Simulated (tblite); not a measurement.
Species: C₆H₉ClO₂.
Geometry (GFN2-xTB, Å), atoms numbered from 1 in this order:
```xyz
18
C6H9ClO2 angstrom
C     -2.439    0.687   -0.106
C     -1.325    0.420    0.907
C     -0.243   -0.441    0.297
C      0.841    0.151   -0.247
O      1.852   -0.457   -0.859
C      2.919    0.361   -1.290
C     -0.528   -1.862    0.331
O     -1.463   -2.385    0.858
Cl     0.652   -2.890   -0.502
H     -2.875   -0.252   -0.436
H     -3.221    1.291    0.345
H     -2.048    1.213   -0.974
H     -1.744   -0.104    1.766
H     -0.901    1.365    1.248
H      0.904    1.237   -0.186
H      3.569   -0.275   -1.887
H      3.479    0.754   -0.436
H      2.561    1.194   -1.901
```

All values are computed: GFN2-xTB (tblite) harmonic vibrations without scaling, gas phase. This tight-binding method is rough: wavenumbers can miss measured ones by several per cent, in bad cases by 10 to 20. One conformer, not necessarily the lowest.

Harmonic wavenumbers (cm⁻¹): 27.4, 45.1, 53.6, 116.5, 140.8, 179.0, 198.7, 254.0, 301.8, 320.3, 379.4, 419.8, 454.2, 537.1, 672.9, 695.3, 820.8, 874.8, 876.4, 988.0, 1035.0, 1077.2, 1085.5, 1118.7, 1137.9, 1185.6, 1236.8, 1277.1, 1317.7, 1363.6, 1403.7, 1407.4, 1460.1, 1464.8, 1471.8, 1495.5, 1500.3, 1642.0, 1765.3, 2950.5, 2961.4, 2981.2, 2988.2, 3004.7, 3034.7, 3043.2, 3045.6, 3056.8.

A = 1552, B = 1140, C = 702.6 MHz; mass 148.029 u (most abundant isotopes); point group C1, symmetry number 1.

What is the zero-point energy?

½Σν̃ = 30434 cm⁻¹ = 87.02 kcal/mol.

Entropy at 200 K, 1 bar (ideal gas, RRHO, classical rotation)?

Translation 38.93, rotation 28.75, vibration 25.19: S = 92.9 cal/(mol K).

And Cp and H(200 K) − H(0)?

Cp = 30.42 cal/(mol K), of which vibrations give 22.47 (their classical limit is 48 R = 95.4); H(200 K) − H(0) = 4.10 kcal/mol without the zero-point energy, 2.51 from vibrations.

Which modes carry the vibrational entropy at 200 K?

27.4 cm⁻¹: 5.22; 45.1 cm⁻¹: 4.23; 53.6 cm⁻¹: 3.89; 116.5 cm⁻¹: 2.40; 140.8 cm⁻¹: 2.04; 179.0 cm⁻¹: 1.62 cal/(mol K); the other 42 give 5.79 together.

Blend soft modes into free rotors: weight 1/[1 + (100 cm⁻¹/ν̃)⁴] for the oscillator and the rest for a rotor with moment μB/(μ + B), μ = h/(8π²ν), B = 10⁻⁴⁴ kg m². What vibrational entropy results?

22.08 cal/(mol K) in place of 25.19, which changes −T·S at 200 K by +0.62 kcal/mol.

Hindered rotation and anharmonicity are outside this model. Other conformers, if any are populated, would add a mixing term that is left out. The structure is chiral; the term R ln 2 for an equal mix with its mirror image is left out.

Time: 0.58 s. Hardware: an Arm Neoverse V2 with one thread, no GPU, shared host with 32 logical CPUs at a one-minute load of 15. This covers the Hessian and the dipole derivatives.
